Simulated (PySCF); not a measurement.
PySCF input for GaF, SMILES [Ga][F] (connectivity only; charge and spin as stated), neutral, multiplicity 1, TDA-PBE/def2-TZVPD. The structure is a stationary point at B3LYP-D3(BJ)/def2-TZVPD.

```python
import numpy as np
from pyscf import gto, scf, dft, tdscf

mol = gto.M(
    atom='''
    Ga    0.00000000    0.00000000   -0.40560127
    F     0.00000000    0.00000000    1.39707102
    ''',
    basis='def2-TZVPD',
    charge=0,
    spin=0,
    symmetry=True,
    symmetry_subgroup='C2v',
    max_memory=1600,
    verbose=4,
)
mf = dft.RKS(mol, xc='pbe').density_fit(auxbasis='def2-universal-jkfit')
mf.grids.level = 3
mf.conv_tol = 1e-9
mf.max_cycle = 100
mf.kernel()
mf.grids = dft.Grids(mol).set(level=1).build(with_non0tab=True)  # coarser grid for the response kernel
td = tdscf.TDA(mf)
td.singlet = True
td.nstates = 10
td.conv_tol = 1e-4
td.positive_eig_threshold = 1e-6
td.kernel(x0=td.get_init_guess(mf, 15))
td.analyze()
tt = tdscf.TDA(mf)
tt.singlet = False
tt.nstates = 4
tt.conv_tol = 1e-4
tt.positive_eig_threshold = 1e-6
tt.kernel(x0=tt.get_init_guess(mf, 9))
tt.analyze(verbose=3)
```

Output:

```
PySCF version 2.14.0

[INPUT] verbose = 4
[INPUT] num. atoms = 2
[INPUT] num. electrons = 40
[INPUT] charge = 0
[INPUT] spin (= nelec alpha-beta = 2S) = 0
[INPUT] symmetry True subgroup C2v
[INPUT] Mole.unit = angstrom
[INPUT] Symbol           X                Y                Z      unit          X                Y                Z       unit  Magmom
[INPUT]  1 Ga     0.000000000000   0.000000000000  -0.405601270000 AA    0.000000000000   0.000000000000  -0.766475316076 Bohr   0.0
[INPUT]  2 F      0.000000000000   0.000000000000   1.397071020000 AA    0.000000000000   0.000000000000   2.640081604367 Bohr   0.0

nuclear repulsion = 81.900877195311
point group symmetry = Coov, use subgroup C2v
symmetry origin: [ 0.00000000e+00  0.00000000e+00 -8.97619907e-09]
symmetry axis x: [1. 0. 0.]
symmetry axis y: [0. 1. 0.]
symmetry axis z: [0. 0. 1.]
num. orbitals of irrep A1 = 42
num. orbitals of irrep A2 = 10
num. orbitals of irrep B1 = 21
num. orbitals of irrep B2 = 21
number of shells = 32
number of NR pGTOs = 161
number of NR cGTOs = 94
basis = def2-TZVPD
ecp = {}


[settings echo left out]
init E= -2023.84163833258
HOMO (A1) = -0.252685822120533  LUMO (B1) = -0.0718085179402408  gap/eV = 4.92192
cycle= 1 E= -2024.26238168478  delta_E= -0.421  |g|= 1.15  |ddm|= 1.02
HOMO (A1) = -0.148669215139961  LUMO (B2) = -0.0491892159245921  gap/eV = 2.70699
cycle= 2 E= -2019.90927387818  delta_E= 4.35  |g|= 4.56  |ddm|=  2.5
HOMO (A1) = -0.261011641490512  LUMO (B1) = -0.0780897136518028  gap/eV = 4.97756
cycle= 3 E= -2024.3372154896  delta_E= -4.43  |g|= 0.813  |ddm|= 2.23
HOMO (A1) = -0.238930928376291  LUMO (B2) = -0.0736920848725955  gap/eV = 4.49638
cycle= 4 E= -2024.40610903546  delta_E= -0.0689  |g|= 0.305  |ddm|= 0.522
HOMO (A1) = -0.252094889122603  LUMO (B1) = -0.0831191130842743  gap/eV = 4.59807
cycle= 5 E= -2024.41605371981  delta_E= -0.00994  |g|= 0.0896  |ddm|= 0.101
HOMO (A1) = -0.249768390218883  LUMO (B2) = -0.0800647491084607  gap/eV = 4.61787
cycle= 6 E= -2024.41777949183  delta_E= -0.00173  |g|= 0.0232  |ddm|= 0.0603
HOMO (A1) = -0.250774146092809  LUMO (B1) = -0.0802208849495258  gap/eV = 4.64099
cycle= 7 E= -2024.41786672182  delta_E= -8.72e-05  |g|= 0.00402  |ddm|= 0.00987
HOMO (A1) = -0.250918342466889  LUMO (B1) = -0.0802911568222733  gap/eV = 4.64300
cycle= 8 E= -2024.41786976914  delta_E= -3.05e-06  |g|= 0.000325  |ddm|= 0.00281
HOMO (A1) = -0.250877987725502  LUMO (B2) = -0.0802573739503014  gap/eV = 4.64282
cycle= 9 E= -2024.41786978495  delta_E= -1.58e-08  |g|= 1.72e-05  |ddm|= 0.00028
HOMO (A1) = -0.250876927080398  LUMO (B2) = -0.0802564272621247  gap/eV = 4.64282
cycle= 10 E= -2024.41786978502  delta_E= -6.68e-11  |g|= 6.47e-06  |ddm|= 2.04e-05
HOMO (A1) = -0.250877808400084  LUMO (B1) = -0.0802574916010776  gap/eV = 4.64282
Extra cycle  E= -2024.41786978499  delta_E= 2.68e-11  |g|= 1.53e-05  |ddm|= 1.44e-05
converged SCF energy = -2024.41786978499
tot grids = 12720
Overwritten attributes  positive_eig_threshold  of <class 'pyscf.tdscf.rks.TDA'>


******** <class 'pyscf.tdscf.rks.TDA'> for <class 'pyscf.df.df_jk.DFSymAdaptedRKS'> ********
nstates = 10 singlet
deg_eia_thresh = 1.000e-03
wfnsym = None
conv_tol = 0.0001
eigh lindep = 1e-12
eigh level_shift = 0
eigh max_cycle = 100


Excitation energies (eV)
[5.6464841  5.6464841  6.39881453 6.48246369 6.4825054  6.93748183
 7.45015643 7.98552252 8.44034567 8.44034567]

** Singlet excitation energies and oscillator strengths **
Excited State   1:   B1      5.64648 eV    219.58 nm  f=0.2477
      17 -> 21        0.16275
      20 -> 21       -0.68224
Excited State   2:   B2      5.64648 eV    219.58 nm  f=0.2477
      17 -> 22        0.16275
      20 -> 22       -0.68224
Excited State   3:   A2      6.39881 eV    193.76 nm  f=0.0000
      18 -> 22        0.50000
      19 -> 21       -0.50000
Excited State   4:   A2      6.48246 eV    191.26 nm  f=0.0000
      18 -> 22        0.49993
      19 -> 21        0.49993
Excited State   5:   A1      6.48251 eV    191.26 nm  f=0.0000
      18 -> 21        0.49993
      19 -> 22       -0.49993
Excited State   6:   A1      6.93748 eV    178.72 nm  f=0.1253
      18 -> 21       -0.31758
      19 -> 22       -0.31758
      20 -> 23       -0.53491
Excited State   7:   A1      7.45016 eV    166.42 nm  f=0.0032
      20 -> 23        0.12160
      20 -> 24        0.68724
Excited State   8:   A1      7.98552 eV    155.26 nm  f=0.6220
      18 -> 21        0.33688
      19 -> 22        0.33688
      20 -> 23       -0.39588
      20 -> 24        0.14372
      20 -> 30       -0.22480
Excited State   9:   B1      8.44035 eV    146.89 nm  f=0.0092
      17 -> 21       -0.15954
      18 -> 23        0.68750
Excited State  10:   B2      8.44035 eV    146.89 nm  f=0.0092
      17 -> 22       -0.15954
      19 -> 23        0.68750

** Transition electric dipole moments (AU) **
state          X           Y           Z        Dip. S.      Osc.
  1        -1.3381      0.0000      0.0000      1.7904      0.2477
  2         0.0000     -1.3381      0.0000      1.7904      0.2477
  3         0.0000      0.0000      0.0000      0.0000      0.0000
  4         0.0000      0.0000      0.0000      0.0000      0.0000
  5         0.0000      0.0000      0.0000      0.0000      0.0000
  6        -0.0000     -0.0000     -0.8585      0.7370      0.1253
  7        -0.0000     -0.0000     -0.1316      0.0173      0.0032
  8         0.0000     -0.0000     -1.7831      3.1793      0.6220
  9         0.2104     -0.0000      0.0000      0.0443      0.0092
 10        -0.0000      0.2104     -0.0000      0.0443      0.0092

** Transition velocity dipole moments (imaginary part, AU) **
state          X           Y           Z        Dip. S.      Osc.
  1        -0.1169      0.0000      0.0000      0.0137      0.0439
  2         0.0000     -0.1169      0.0000      0.0137      0.0439
  3         0.0000      0.0000      0.0000      0.0000      0.0000
  4         0.0000      0.0000      0.0000      0.0000      0.0000
  5         0.0000      0.0000      0.0000      0.0000      0.0000
  6        -0.0000      0.0000     -0.2148      0.0462      0.1207
  7        -0.0000      0.0000     -0.0738      0.0054      0.0133
  8         0.0000     -0.0000     -0.3557      0.1265      0.2874
  9         0.0790     -0.0000      0.0000      0.0062      0.0134
 10        -0.0000      0.0790     -0.0000      0.0062      0.0134

** Transition magnetic dipole moments (imaginary part, AU) **
state          X           Y           Z
  1         0.0000     -1.0027      0.0000
  2         1.0027      0.0000      0.0000
  3         0.0000     -0.0000     -0.0000
  4        -0.0000     -0.0000      0.0000
  5         0.0000      0.0000      0.0000
  6        -0.0000      0.0000     -0.0000
  7         0.0000      0.0000      0.0000
  8        -0.0000     -0.0000     -0.0000
  9        -0.0000     -0.1489     -0.0000
 10         0.1489      0.0000      0.0000


******** <class 'pyscf.tdscf.rks.TDA'> for <class 'pyscf.df.df_jk.DFSymAdaptedRKS'> ********
nstates = 4 triplet
deg_eia_thresh = 1.000e-03
wfnsym = None
conv_tol = 0.0001
eigh lindep = 1e-12
eigh level_shift = 0
eigh max_cycle = 100


Excitation energies (eV)
[3.91563966 3.91563967 6.04351605 6.10939148]

** Triplet excitation energies and oscillator strengths **
Excited State   1:   B2      3.91564 eV    316.64 nm  f=0.0000
Excited State   2:   B1      3.91564 eV    316.64 nm  f=0.0000
Excited State   3:   A1      6.04352 eV    205.15 nm  f=0.0000
Excited State   4:   A1      6.10939 eV    202.94 nm  f=0.0000
```

The run converged.
